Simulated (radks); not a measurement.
Problem. Species: neutral scandium. Configuration: [Ar] 3d1 4s2 (the NIST ground configuration). Method: non-relativistic Kohn-Sham, r2SCAN, spin-polarised, spherical densities, point nucleus; open shells are filled with parallel spins first; meta-GGA in the generalised Kohn-Sham scheme; hard spherical wall at 5 bohr; computed with a radial shooting solver on a logarithmic mesh with Libxc functionals. Some entries of the table are withheld. Estimate them.

| orbital | occ. | eigenvalue (eV) | <1/r> (bohr^-1) | <r^2> (bohr^2) |
|---|---|---|---|---|
| 1s down | 1 | -4385.099 | 20.53 | 0.007276 |
| 1s up | 1 | -4385.086 | 20.53 | 0.007276 |
| 2s up | 1 | -472.2301 | 4.266 | 0.1409 |
| 2s down | 1 | -471.9529 | 4.268 | 0.1407 |
| 2p up | 3 | -387.9934 | 4.184 | 0.1174 |
| 2p down | 3 | -387.7819 | 4.186 | 0.1172 |
| 3s up | 1 | -52.8134 | 1.285 | 1.361 |
| 3s down | 1 | -51.7783 | 1.286 | 1.359 |
| 3p up | 3 | -31.1039 | 1.158 | 1.647 |
| 3p down | 3 | -30.0526 | 1.159 | 1.647 |
| 3d up | 1 | 0.2184 | 0.7855 | 3.599 |
| 4s up | 1 | 0.2679 | 0.4496 | (1) |
| 4s down | 1 | 0.7434 | 0.4429 | (2) |
| 3d down | 0 | 1.1866 | 0.7749 | 3.751 |
| 4p up | 0 | 5.4323 | 0.4401 | 9.441 |
| 4p down | 0 | 5.7958 | 0.4343 | 9.576 |
| 4d up | 0 | (3) | 0.5457 | 9.186 |
| 4d down | 0 | (4) | 0.5512 | 9.210 |
| 5s up | 0 | (5) | 0.5343 | 9.724 |
| 5s down | 0 | (6) | 0.5274 | 9.899 |

Solution. 
(1) 4s up <r^2> (bohr^2): 8.699
(2) 4s down <r^2> (bohr^2): 8.836
(3) 4d up eigenvalue (eV): 15.9010
(4) 4d down eigenvalue (eV): 16.1852
(5) 5s up eigenvalue (eV): 28.4946
(6) 5s down eigenvalue (eV): 28.9228
